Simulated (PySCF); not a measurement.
PySCF input (M06-2X/def2-TZVPD):

```python
from pyscf import gto, scf, dft

mol = gto.M(
    atom='''
    F    -1.36853232    0.02754477   -1.59234489
    C    -1.07768948    0.03619041   -0.29550993
    Cl   -1.90588858   -1.19689563    0.57703619
    I     0.96571761    0.37513548    0.11876507
    ''',
    basis='def2-tzvpd',
    ecp='def2-tzvp',
    charge=0,
    spin=1,
    verbose=4,
)

mf = dft.UKS(mol, xc='m062x').density_fit(auxbasis='def2-universal-jkfit')
mf.grids.level = 4
mf.conv_tol = 1e-9
mf.max_cycle = 100
mf.max_memory = 1500
mf.kernel()
if not mf.converged:
    mf = mf.newton()
    mf.kernel(mf.make_rdm1())
for _ in range(2):
    mo, _, stable, _ = mf.stability(return_status=True)
    if stable:
        break
    mf.kernel(mf.make_rdm1(mo, mf.mo_occ))
mf.analyze()
```

Output:

```
ECP def2-tzvp not found for  C
ECP def2-tzvp not found for  Cl
ECP def2-tzvp not found for  F
PySCF version 2.14.0

[INPUT] verbose = 4
[INPUT] num. atoms = 4
[INPUT] num. electrons = 57
[INPUT] charge = 0
[INPUT] spin (= nelec alpha-beta = 2S) = 1
[INPUT] symmetry False subgroup None
[INPUT] Mole.unit = angstrom
[INPUT] Symbol           X                Y                Z      unit          X                Y                Z       unit  Magmom
[INPUT]  1 F     -1.368532320000   0.027544770000  -1.592344890000 AA   -2.586151277416   0.052052071464  -3.009095737951 Bohr   0.0
[INPUT]  2 C     -1.077689480000   0.036190410000  -0.295509930000 AA   -2.036537964525   0.068389963236  -0.558432834789 Bohr   0.0
[INPUT]  3 Cl    -1.905888580000  -1.196895630000   0.577036190000 AA   -3.601607440136  -2.261804940389   1.090440363062 Bohr   0.0
[INPUT]  4 I      0.965717610000   0.375135480000   0.118765070000 AA    1.824941796570   0.708903316807   0.224433455465 Bohr   0.0

nuclear repulsion = 231.060428750796
number of shells = 62
number of NR pGTOs = 283
number of NR cGTOs = 182
basis = def2-tzvpd
ecp = def2-tzvp

******** <class 'pyscf.df.df_jk.DFUKS'> ********
method = DFUKS
initial guess = minao
damping factor = 0
level_shift factor = 0
DIIS = <class 'pyscf.scf.diis.CDIIS'>
diis_start_cycle = 1
diis_space = 8
diis_damp = 0
SCF conv_tol = 1e-09
SCF conv_tol_grad = None
SCF max_cycles = 100
direct_scf = False
number electrons alpha = 29  beta = 28
XC library pyscf.dft.libxc version 7.1.2
    S. Lehtola, C. Steigemann, M. J. T. Oliveira, and M. A. L. Marques,  SoftwareX 7, 1–5 (2018)
XC functionals = m062x
    Y. Zhao and D. G. Truhlar,  Theor. Chem. Acc. 120, 215 (2008)
    Y. Zhao and D. G. Truhlar,  Theor. Chem. Acc. 120, 215 (2008)
radial grids:
    Treutler-Ahlrichs [JCP 102, 346 (1995); DOI:10.1063/1.469408] (M4) radial grids

becke partition: Becke, JCP 88, 2547 (1988); DOI:10.1063/1.454033
pruning grids: <function nwchem_prune>
grids dens level: 4
symmetrized grids: False
atomic radii adjust function: <function treutler_atomic_radii_adjust>
small_rho_cutoff = 0
Set gradient conv threshold to 3.16228e-05
tot grids = 117728
******** <class 'pyscf.df.df.DF'> ********
auxbasis = def2-universal-jkfit
init E= -853.718740934112
  alpha nocc = 29  HOMO = -0.59469088237782  LUMO = -0.467944223700636
  beta  nocc = 28  HOMO = -0.650716141712692  LUMO = -0.594690882377822
[...]
  beta  nocc = 28  HOMO = -0.343517544529378  LUMO = -0.0700596111003172
  HOMO = -0.289061326203  LUMO = -0.0700596111003  gap/eV = 5.95934
Extra cycle  E= -895.713239372182  delta_E= -1.13e-10  |g|= 1.19e-05  |ddm|= 2.51e-05
converged SCF energy = -895.713239372182  <S^2> = 0.7559587  2S+1 = 2.0059499
uhf_internal: lowest eigs of H = [0.21115265 0.27371489 0.2899765 ]
<class 'pyscf.df.df_jk.DFUKS'> wavefunction is stable in the internal stability analysis
**** SCF Summaries ****
Total Energy =                        -895.713239372182102
Nuclear Repulsion Energy =             231.060428750796376
One-electron Energy =                -1803.518772941910584
Two-electron Energy =                  676.745104818932077
Two-electron Coulomb Energy =          742.927305004557979
DFT Exchange-Correlation Energy =      -66.182200185625916
HOMO-LUMO gap [eV] =                     5.959340208704953
**** MO energy ****
                             alpha | beta                alpha | beta
MO #1   energy= -102.68460081238   | -102.683409477306  occ= 1 | 1
MO #2   energy= -25.3064017394852  | -25.3034442816159  occ= 1 | 1
MO #3   energy= -10.7372144043518  | -10.7272488074189  occ= 1 | 1
MO #4   energy= -9.84651151069613  | -9.84607951315574  occ= 1 | 1
MO #5   energy= -7.56867223216174  | -7.5679902555372   occ= 1 | 1
MO #6   energy= -7.56440526672325  | -7.56266529875837  occ= 1 | 1
MO #7   energy= -7.56301341506171  | -7.56157878589544  occ= 1 | 1
MO #8   energy= -7.13214198757036  | -7.13163639259156  occ= 1 | 1
MO #9   energy= -5.12638677932241  | -5.12564434465648  occ= 1 | 1
MO #10  energy= -5.11516805545756  | -5.1142980697278   occ= 1 | 1
MO #11  energy= -5.1143758773588   | -5.114168169097    occ= 1 | 1
MO #12  energy= -2.09488519812817  | -2.09381429456976  occ= 1 | 1
MO #13  energy= -2.090441456446    | -2.08917682841905  occ= 1 | 1
MO #14  energy= -2.08980670887507  | -2.08909066192194  occ= 1 | 1
MO #15  energy= -2.08041534986245  | -2.07946767448598  occ= 1 | 1
MO #16  energy= -2.08040027585045  | -2.07946616718863  occ= 1 | 1
MO #17  energy= -1.42702456511721  | -1.41771661956453  occ= 1 | 1
MO #18  energy= -1.0018676221728   | -0.990466228962205 occ= 1 | 1
MO #19  energy= -0.843632527460763 | -0.830638191285892 occ= 1 | 1
MO #20  energy= -0.749560544052514 | -0.733483976451966 occ= 1 | 1
MO #21  energy= -0.62874574564803  | -0.617896730168908 occ= 1 | 1
MO #22  energy= -0.623831746743369 | -0.597442537041871 occ= 1 | 1
MO #23  energy= -0.601090043823171 | -0.576921240014946 occ= 1 | 1
MO #24  energy= -0.465894179270178 | -0.453089801397919 occ= 1 | 1
MO #25  energy= -0.457148235452192 | -0.431926272695573 occ= 1 | 1
MO #26  energy= -0.419701007066296 | -0.413034894645427 occ= 1 | 1
MO #27  energy= -0.360963106842097 | -0.348970588607587 occ= 1 | 1
MO #28  energy= -0.345683323938392 | -0.343517544529378 occ= 1 | 1
MO #29  energy= -0.289061326203139 | -0.0700596111003172 occ= 1 | 0
MO #30  energy= -0.0394811430386393 | -0.0265466249493552 occ= 0 | 0
MO #31  energy= 0.0134719312908765 | 0.0157540920793951 occ= 0 | 0
MO #32  energy= 0.0175273381580809 | 0.0187395617484764 occ= 0 | 0
MO #33  energy= 0.0227446917958998 | 0.0230603191181296 occ= 0 | 0
MO #34  energy= 0.0233528950253077 | 0.0249399611795242 occ= 0 | 0
MO #35  energy= 0.0394458730072698 | 0.0434342539971891 occ= 0 | 0
MO #36  energy= 0.0582166868428835 | 0.0596962506967346 occ= 0 | 0
MO #37  energy= 0.059703800616811  | 0.0616453565178142 occ= 0 | 0
MO #38  energy= 0.0802333983296786 | 0.0835110369678367 occ= 0 | 0
MO #39  energy= 0.0843701458343566 | 0.0901991425086908 occ= 0 | 0
MO #40  energy= 0.0950319314504835 | 0.0967590557187785 occ= 0 | 0
MO #41  energy= 0.106382599183722  | 0.107680990372483  occ= 0 | 0
MO #42  energy= 0.113816951190441  | 0.114071531859404  occ= 0 | 0
MO #43  energy= 0.124193632952409  | 0.126526080264812  occ= 0 | 0
MO #44  energy= 0.138087461124069  | 0.136308020687136  occ= 0 | 0
MO #45  energy= 0.148299157364982  | 0.150082077245001  occ= 0 | 0
MO #46  energy= 0.156590352601134  | 0.157766141874585  occ= 0 | 0
MO #47  energy= 0.172243891717691  | 0.167510243176662  occ= 0 | 0
MO #48  energy= 0.188274866759965  | 0.186359330121869  occ= 0 | 0
MO #49  energy= 0.20296404376976   | 0.204267033641517  occ= 0 | 0
MO #50  energy= 0.223818141626307  | 0.223742290557606  occ= 0 | 0
MO #51  energy= 0.22833708027985   | 0.227158220805839  occ= 0 | 0
MO #52  energy= 0.252378956032129  | 0.25284781534709   occ= 0 | 0
MO #53  energy= 0.259685901929317  | 0.258239383546495  occ= 0 | 0
MO #54  energy= 0.279444372159912  | 0.2764856835035    occ= 0 | 0
MO #55  energy= 0.284168894857957  | 0.283123563738597  occ= 0 | 0
MO #56  energy= 0.287617422753862  | 0.286379980796892  occ= 0 | 0
MO #57  energy= 0.306133563787532  | 0.302254890973456  occ= 0 | 0
MO #58  energy= 0.324993746010023  | 0.316098121022518  occ= 0 | 0
MO #59  energy= 0.328684769782732  | 0.322031161296776  occ= 0 | 0
MO #60  energy= 0.338135994168225  | 0.339434854380767  occ= 0 | 0
MO #61  energy= 0.348630417326031  | 0.347369018667071  occ= 0 | 0
MO #62  energy= 0.372021943917169  | 0.372413536182897  occ= 0 | 0
MO #63  energy= 0.384779158718083  | 0.383214650288153  occ= 0 | 0
MO #64  energy= 0.399700792358986  | 0.396126669545237  occ= 0 | 0
MO #65  energy= 0.410610411998956  | 0.406582033199169  occ= 0 | 0
MO #66  energy= 0.416299774067574  | 0.414904349334401  occ= 0 | 0
MO #67  energy= 0.440002223781557  | 0.436002523941955  occ= 0 | 0
MO #68  energy= 0.46009795551146   | 0.459120474504581  occ= 0 | 0
MO #69  energy= 0.464634287844867  | 0.46516869705698   occ= 0 | 0
MO #70  energy= 0.499580093342853  | 0.493219263811251  occ= 0 | 0
MO #71  energy= 0.512699279547277  | 0.511075865726768  occ= 0 | 0
MO #72  energy= 0.517483922008453  | 0.517060170525505  occ= 0 | 0
MO #73  energy= 0.583704682760529  | 0.584571058619468  occ= 0 | 0
MO #74  energy= 0.609628275278411  | 0.605407427736602  occ= 0 | 0
MO #75  energy= 0.622325618763022  | 0.622905992715486  occ= 0 | 0
MO #76  energy= 0.631142799248298  | 0.631659934291927  occ= 0 | 0
MO #77  energy= 0.63206449719037   | 0.632597320957343  occ= 0 | 0
MO #78  energy= 0.644488740059655  | 0.645653047397739  occ= 0 | 0
MO #79  energy= 0.658675042285949  | 0.656308153337475  occ= 0 | 0
MO #80  energy= 0.666189262390422  | 0.667399016473962  occ= 0 | 0
MO #81  energy= 0.701611466863227  | 0.702404251486247  occ= 0 | 0
MO #82  energy= 0.75331485792026   | 0.750523671350398  occ= 0 | 0
MO #83  energy= 0.780327329815222  | 0.781607920881164  occ= 0 | 0
MO #84  energy= 0.810266028023899  | 0.811657013799416  occ= 0 | 0
MO #85  energy= 0.831699135715089  | 0.832993157976219  occ= 0 | 0
MO #86  energy= 0.837181985515614  | 0.840784740492511  occ= 0 | 0
MO #87  energy= 0.860570665096257  | 0.865565743300833  occ= 0 | 0
MO #88  energy= 0.89642504151542   | 0.898267962325221  occ= 0 | 0
MO #89  energy= 0.901333209292267  | 0.902381601251959  occ= 0 | 0
MO #90  energy= 0.924308347528871  | 0.927010968084279  occ= 0 | 0
MO #91  energy= 0.932858805341275  | 0.936141011913057  occ= 0 | 0
MO #92  energy= 0.941591606399899  | 0.945064076630635  occ= 0 | 0
MO #93  energy= 0.963102163011844  | 0.967896073134439  occ= 0 | 0
MO #94  energy= 1.01427779914039   | 1.01649617186627   occ= 0 | 0
MO #95  energy= 1.03756383362429   | 1.04191608293137   occ= 0 | 0
MO #96  energy= 1.09730457733425   | 1.09998453741056   occ= 0 | 0
MO #97  energy= 1.13082626472796   | 1.13568264188322   occ= 0 | 0
MO #98  energy= 1.16474177608248   | 1.17192192661026   occ= 0 | 0
MO #99  energy= 1.19055706707072   | 1.19644945735274   occ= 0 | 0
MO #100 energy= 1.23771658379172   | 1.23890945480019   occ= 0 | 0
MO #101 energy= 1.27195352939415   | 1.27817895013567   occ= 0 | 0
MO #102 energy= 1.29796015400518   | 1.30055665007775   occ= 0 | 0
MO #103 energy= 1.32707854556467   | 1.33439135618416   occ= 0 | 0
MO #104 energy= 1.36456533749162   | 1.36758185974734   occ= 0 | 0
[...]
```

It need not be the lowest isomer of its formula.
